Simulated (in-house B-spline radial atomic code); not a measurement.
# Excitations of the bismuth ion Bi⁵⁺ by several methods

Full response, energies in eV; labels give the largest channel, * marks a mixed state, a dash one above the method's threshold, and an imaginary frequency an unstable closed-shell reference. Computed with a B-spline radial code for spherical atoms: linear response of the closed shell [Xe] 4f14 5d10 with each method's own kernel (bare exchange for TDHF, static screening on G0W0 levels for BSE, the adiabatic kernel for functionals); scalar-relativistic (spin-free one-electron X2C), finite nucleus, no spin-orbit coupling, no double excitations, S, P, D and F terms only; shells from n = 3 respond. Only terms of natural parity with L up to 3 were computed.

Spin-orbit coupling is strong here, so these LS terms don't match observed levels.

```json
{"method": "TDHF", "5d → 6s 3D": "20.364", "5d → 6s 1D": "21.645", "5d → 6p 3P": "34.12", "α (bohr³)": "2.761"}
{"method": "BSE on G0W0@HF", "5d → 6s 3D": "19.750", "5d → 6s 1D": "20.928", "5d → 6p 3P": "34.08", "α (bohr³)": "2.684"}
{"method": "LDA VWN5", "5d → 6s 3D": "17.754", "5d → 6s 1D": "18.801", "5d → 6p 3P": "32.12", "α (bohr³)": "2.927"}
{"method": "PBE", "5d → 6s 3D": "17.825", "5d → 6s 1D": "18.939", "5d → 6p 3P": "31.99", "α (bohr³)": "2.921"}
{"method": "PBE0", "5d → 6s 3D": "?", "5d → 6s 1D": "?", "5d → 6p 3P": "?", "α (bohr³)": "?"}
{"method": "B3LYP (VWN-RPA)", "5d → 6s 3D": "18.084", "5d → 6s 1D": "19.233", "5d → 6p 3P": "32.13", "α (bohr³)": "2.896"}
{"method": "CAM-B3LYP", "5d → 6s 3D": "18.090", "5d → 6s 1D": "19.235", "5d → 6p 3P": "32.07", "α (bohr³)": "2.895"}
{"method": "LC-wPBE", "5d → 6s 3D": "18.281", "5d → 6s 1D": "19.399", "5d → 6p 3P": "32.40", "α (bohr³)": "2.892"}
{"method": "wB97X", "5d → 6s 3D": "19.060", "5d → 6s 1D": "19.988", "5d → 6p 3P": "33.55", "α (bohr³)": "2.876"}
{"method": "HSE06", "5d → 6s 3D": "18.610", "5d → 6s 1D": "19.733", "5d → 6p 3P": "32.75", "α (bohr³)": "2.871"}
{"method": "BHandHLYP", "5d → 6s 3D": "?", "5d → 6s 1D": "?", "5d → 6p 3P": "?", "α (bohr³)": "?"}
{"method": "BLYP", "5d → 6s 3D": "17.375", "5d → 6s 1D": "18.543", "5d → 6p 3P": "31.38", "α (bohr³)": "2.943"}
{"method": "PBEsol", "5d → 6s 3D": "17.877", "5d → 6s 1D": "18.995", "5d → 6p 3P": "32.12", "α (bohr³)": "2.921"}
{"method": "BP86", "5d → 6s 3D": "17.931", "5d → 6s 1D": "19.038", "5d → 6p 3P": "32.31", "α (bohr³)": "2.925"}
{"method": "LDA exchange-only", "5d → 6s 3D": "17.180", "5d → 6s 1D": "18.405", "5d → 6p 3P": "31.20", "α (bohr³)": "2.968"}
{"method": "B97-1", "5d → 6s 3D": "18.674", "5d → 6s 1D": "19.639", "5d → 6p 3P": "33.04", "α (bohr³)": "2.875"}
{"method": "RPBE", "5d → 6s 3D": "17.879", "5d → 6s 1D": "18.997", "5d → 6p 3P": "31.96", "α (bohr³)": "2.918"}
{"method": "OLYP", "5d → 6s 3D": "18.094", "5d → 6s 1D": "19.282", "5d → 6p 3P": "31.98", "α (bohr³)": "2.876"}
```

(1) What does BHandHLYP give?

(2) What does PBE0 give?

## Answers

(1) 5d → 6s 3D: 18.928; 5d → 6s 1D: 20.114; 5d → 6p 3P: 32.84; α: 2.839 (eV, bohr³).

(2) 5d → 6s 3D: 18.644; 5d → 6s 1D: 19.770; 5d → 6p 3P: 32.80; α: 2.868 (eV, bohr³).
